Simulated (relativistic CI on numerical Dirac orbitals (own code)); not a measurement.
Cr6+ in a cubic cluster: 2p photoemission with charge transfer

Computed with a charge-transfer multiplet model of a cubic metal-ligand cluster with up to 2 ligand holes, Slater and spin-orbit integrals from Dirac-Coulomb-Breit ions, Slater integrals scaled by 0.9. The parameters are those of a tetrahedral site (10Dq negative, t2 hopping the larger). The ground state mixes d0 with configurations of k ligand holes L, whose averages lie at kΔ + k(k − 1)U_dd/2; a core hole lowers each added d electron by U_cd. 20 K, Lorentzian 0.6 eV and Gaussian 0.8 eV FWHM.

Atomic integrals in eV (Slater integrals scaled, ζ unscaled), ground: F2dd 10.549, F4dd 6.644, zeta_d 0.039; with the core hole: F2dd 10.549, F4dd 6.644, zeta_d 0.067, zeta_core 5.617, F2cd 7.753, G1cd 6.119, G3cd 3.485. Where a configuration has fewer than two d electrons, the dd integrals are those of d2.

Cluster parameters (eV): Δ = -0.1, U_cd = 6.6, 10Dq = -0.1, 10Dq(ligand) = 0, V(eg) = 2.23, V(t2g) = -3.78, final-state hopping factor = 0.9.

| Case | n_d | d0 | d1L | d2L2 | S |
| --- | --- | --- | --- | --- | --- |
| U_dd = 4.6 eV | 1.02 | 0.22 | 0.53 | 0.24 | 0.00 |
| U_dd = 5.3 eV | 1.00 | 0.23 | 0.54 | 0.23 | 0.00 |
| U_dd = 6 eV | 0.99 | 0.24 | 0.54 | 0.22 | 0.00 |

Weights, n_d and S are thermal averages at 20 K. Binding energies count from the first peak over 30 % of the highest in each spectrum, which can be another peak from case to case. The parameters are a model scan and need not match a compound or its usual spin state. Peaks in eV (height, largest 100):
- U_dd = 4.6 eV: 0.0 (100), 5.7 (6), 6.7 (6), 8.7 (26), 9.7 (23)
- U_dd = 5.3 eV: 0.0 (100), 5.7 (6), 6.7 (7), 8.6 (27), 9.6 (22)
- U_dd = 6 eV: 0.0 (100), 5.9 (6), 6.9 (7), 8.8 (28), 9.8 (20)

A d0 ion has no d-d gap: its lowest excitations are ligand-to-metal charge transfer. With the core hole the average of the configuration with one ligand hole lies at Δ − U_cd = -6.7 eV before mixing: the effective hopping of about 8.7 eV (from the holes of the mixed ground state) is comparable with this gap or larger, so the configurations mix strongly.

With at most 2 ligand holes the space is cut while the next configuration still counts, so covalency is underestimated, and a final configuration with one more ligand hole, which can lie low, is missing from the spectra.
